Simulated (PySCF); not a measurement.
**How exact exchange moves a shielding**

Molecule: `C=C/C=C/BP`, C$_{4}$H$_{8}$BP.

Numbering as in the mapped SMILES `[CH2:1]=[CH:2]/[CH:3]=[CH:4]/[BH:5][PH2:6]`. Each H is labelled by its parent atom. Ha(C1) is cis to C3; Hb(C1) is trans to C3.

GIAO shieldings (ppm, equivalent atoms averaged) in PySCF 2.14 on the PBE0-D3(BJ)/def2-SVP geometry, basis pcSseg-1, gas phase, non-relativistic:

```tsv
functional	exact exchange (%)	σ(C4)	σ(B5)	σ(P6)
BLYP	0	30.2	16.0	455.6
BP86	0	35.1	20.3	471.4
PBE	0	35.0	19.1	472.5
B3LYP	20	34.4	18.9	474.2
mPW1PW91	25	39.6	23.1	491.4
BHandHLYP	50	40.8	24.2	498.0
HF	100	53.3	37.2	534.1
```

(1) Fit each shielding as a line in the percentage of exact exchange.

(2) What does the line predict for PBE0 (25 %), and what does the run give?

Results:

(1) σ(C4) = 32.9 + 0.19 x (rms 2.1 ppm); σ(B5) = 17.7 + 0.18 x (rms 2.0 ppm); σ(P6) = 466.6 + 0.67 x (rms 6.3 ppm). The functionals also differ in their semilocal parts, which the line can't hold; Hartree–Fock has no correlation at all.

(2) σ(C4): 37.6 predicted, 40.2 computed; σ(B5): 22.2 predicted, 22.8 computed; σ(P6): 483.4 predicted, 494.8 computed ppm.
